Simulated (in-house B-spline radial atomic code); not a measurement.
Relativistic effects in Ar7+, [Ne] 3s1: non-relativistic Hartree-Fock (point nucleus) against Dirac-Hartree-Fock (Fermi nucleus of rms radius 3.4274 fm), both averages of the configuration, computed with a radial B-spline atomic code at the basis-set limit.

```json
{"orbital": "1s1/2", "ε NR (Eh)": "-123.96", "ε Dirac (Eh)": "-124.49", "<r> NR (bohr)": "0.08606", "<r> Dirac (bohr)": "0.08558", "change of <r> (%)": "-0.6"}
{"orbital": "2s1/2", "ε NR (Eh)": "-17.358", "ε Dirac (Eh)": "-17.456", "<r> NR (bohr)": "0.4091", "<r> Dirac (bohr)": "0.4068", "change of <r> (%)": "-0.6"}
{"orbital": "2p1/2", "ε NR (Eh)": "-14.63", "ε Dirac (Eh)": "-14.699", "<r> NR (bohr)": "0.3715", "<r> Dirac (bohr)": "0.3693", "change of <r> (%)": "-0.6"}
{"orbital": "2p3/2", "ε NR (Eh)": "-14.63", "ε Dirac (Eh)": "?", "<r> NR (bohr)": "0.3715", "<r> Dirac (bohr)": "?", "change of <r> (%)": "?"}
{"orbital": "3s1/2", "ε NR (Eh)": "-5.2365", "ε Dirac (Eh)": "?", "<r> NR (bohr)": "1.166", "<r> Dirac (bohr)": "?", "change of <r> (%)": "?"}
```

Task: What happens to 3s1/2?

Result: Its energy goes to -5.2552 hartree and <r> to 1.161 bohr (-0.37 %).

Task: What happens to 2p3/2?

Result: Its energy goes to -14.612 hartree and <r> to 0.3715 bohr (-0.01 %).

Task: What explains the pattern of contraction and expansion?

Result: The s and p1/2 orbitals contract directly, as their density near the nucleus moves at relativistic speed. Nothing expands appreciably in this ion.

Task: By how much does the total energy change?

Result: By -1.8491 hartree, from -511.203 to -513.052.
